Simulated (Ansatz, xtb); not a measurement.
## Relative energy of two isomers of BrGeH7Si2

We compare X, `[SiH3][GeH]([SiH3])[Br]`, a singlet, with Y, `[SiH3][Si@@H]([GeH3])Br`, a singlet. Both are isolated molecules in the gas phase, relaxed with B3LYP/def2-SVP.

Quicker runs give these differences E(Y) − E(X): GFN2-xTB +0.925 eV; HF/STO-3G −0.060 eV (at GFN2-xTB geometries); r2SCAN-D4/def2-SVP +0.091 eV (at GFN2-xTB geometries).

Problem. Which of the two would you expect CCSD(T)/def2-SVP + ΔMP2/def2-TZVPP electronic energies to favour?

Solution. Structure X; the calculation gives E(Y) − E(X) = +0.100 eV.

How the difference moves with the method:

```json
{"level": "GFN2-xTB", "geometry": "GFN2-xTB", "E(Y) − E(X) (eV)": "+0.925", "departure from the last row (eV)": "+0.825", "job, with rough time for the two": "optimisation, 0.26 s"}
{"level": "HF/STO-3G", "geometry": "GFN2-xTB", "E(Y) − E(X) (eV)": "−0.060", "departure from the last row (eV)": "−0.160", "job, with rough time for the two": "single point, 0.62 s"}
{"level": "r2SCAN-D4/def2-SVP", "geometry": "GFN2-xTB", "E(Y) − E(X) (eV)": "+0.091", "departure from the last row (eV)": "−0.009", "job, with rough time for the two": "single point, 3.1 s"}
{"level": "B3LYP/def2-SVP", "geometry": "B3LYP/def2-SVP", "E(Y) − E(X) (eV)": "+0.130", "departure from the last row (eV)": "+0.031", "job, with rough time for the two": "optimisation, 40 s"}
{"level": "HF/def2-SVP", "geometry": "B3LYP/def2-SVP", "E(Y) − E(X) (eV)": "+0.147", "departure from the last row (eV)": "+0.048", "job, with rough time for the two": "part of the CCSD(T) run"}
{"level": "MP2/def2-SVP", "geometry": "B3LYP/def2-SVP", "E(Y) − E(X) (eV)": "+0.091", "departure from the last row (eV)": "−0.009", "job, with rough time for the two": "part of the CCSD(T) run"}
{"level": "CCSD(T)/def2-SVP", "geometry": "B3LYP/def2-SVP", "E(Y) − E(X) (eV)": "+0.088", "departure from the last row (eV)": "−0.012", "job, with rough time for the two": "single point"}
{"level": "CCSD(T)/def2-SVP + ΔMP2/def2-TZVPP", "geometry": "B3LYP/def2-SVP", "E(Y) − E(X) (eV)": "+0.100", "departure from the last row (eV)": "", "job, with rough time for the two": "single point, 44 s"}
```

As drawn, Y has 1 Si–Si, 1 Br–Si, 2 Ge–H in place of 1 Ge–Si, 1 Br–Ge, 2 Si–H.

HF/STO-3G puts the two in the other order. The largest departure from CCSD(T)/def2-SVP + ΔMP2/def2-TZVPP is that of GFN2-xTB, 0.825 eV. The last row adds to CCSD(T) the change of the MP2 difference between the two basis sets, here +0.012 eV.

With thermal terms from frequencies at re-optimised GFN2-xTB minima (ideal gas, soft modes damped towards free rotors, one conformer each, 298.15 K, 1 atm): the zero-point term adds +0.012 eV; ΔH is +0.105 and ΔG +0.113 eV.

The correlated steps freeze 28 core orbitals; the filled d shell of Br and Ge is correlated, in a basis made for valence electrons. Mirror images aren't counted in ΔG. Run with Ansatz 0.2.0, xtb 6.7.1; the last row on 2 threads of Intel(R) Xeon(R) 6975P-C (Granite Rapids) on a shared host.
